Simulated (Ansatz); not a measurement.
Worked example: C2H2BrF + C3H8 → C2H3F + C3H7Br

Species: C2H2BrF `C=C(F)Br`, singlet; C3H8 (propane) `CCC`, singlet; C2H3F `C=CF`, singlet; C3H7Br (2-bromopropane) `CC(C)Br`, singlet. The partners trade Br for H; both sit on C, so the bond types are kept.

Shapes, held fixed at every level: PBE0-D4/def2-TZVP. Programs: Ansatz 0.2.0. Electronic energies: no zero-point or thermal term.

At CCSD(T)/def2-TZVPP; 1 Eh = 2625.50 kJ/mol:

| species | energy (Eh) |
| --- | --- |
| C2H2BrF | -2749.682253 |
| C3H8 | -118.915650 |
| C2H3F | -177.576825 |
| C3H7Br | -2691.029986 |

Task: Work out ΔE of the reaction at this level.

Result: 
1. Products less reactants: (-177.576825) + (-2691.029986) − [(-2749.682253) + (-118.915650)] = -0.008908 Eh = -23.4 kJ/mol.

Other levels give -29.7 (HF/def2-TZVPP) to -12.5 kJ/mol (SPW92/def2-TZVPP). No measured value is set beside it here. Relativity is left out for Br. Outer-core shells of Br are correlated in most correlated rows, in sets that cover them unevenly.
